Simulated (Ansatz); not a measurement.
`C=CCCCCC` → `C=CCCCC` + `[CH2]` (triplet)  (formal loss of a carbene)

Program: Ansatz. Geometries: PBE0-D4/def2-TZVP. ΔE: electronic, gas phase. CCSD(T)/CBS is the MP2 limit (def2-TZVPP, def2-QZVPP) plus CCSD(T) − MP2 in def2-TZVPP, frozen cores. This one scheme is used for every species. DFT in def2-TZVPP. B3LYP here is the variant with VWN-RPA as its local correlation; programs differ in this. Triplets are unrestricted, without spin–orbit coupling. Each species was taken in one conformer, which may not be the lowest.

Task: Is it downhill or uphill in electronic energy at CCSD(T)/CBS, and by how much? (Estimate.)

Result: The calculation gave: Uphill: ΔE = +434.7 kJ/mol.

Task: What do these levels give: PBE0-D4, B3LYP-D4, B2PLYP, PBE, PBE0, B3LYP, HF/def2-TZVPP, MP2/def2-TZVPP, SCS-MP2/def2-TZVPP, CCSD(T)/def2-TZVPP, MP2/def2-QZVPP, HF/CBS(def2)? (Estimate.)

Result: Computed: PBE0-D4 430.9, B3LYP-D4 425.1, B2PLYP 421.9, PBE 430.5, PBE0 423.8, B3LYP 412.6, HF/def2-TZVPP 283.4, MP2/def2-TZVPP 437.0, SCS-MP2/def2-TZVPP 436.7, CCSD(T)/def2-TZVPP 423.8, MP2/def2-QZVPP 443.2, HF/CBS(def2) 283.5 kJ/mol.

Largest T1 diagnostic among the species: 0.011.

In def2-TZVPP, CCSD(T) changes the Hartree–Fock value by +140.4 kJ/mol (the triples alone add +11.5 kJ/mol) and MP2 by +153.5 kJ/mol. The D4 term adds +12.6 kJ/mol with B3LYP and +7.1 kJ/mol with PBE0; it sums over pairs of atoms, weighted by their polarisabilities, and B3LYP, whose exchange is more repulsive, gets the larger term.
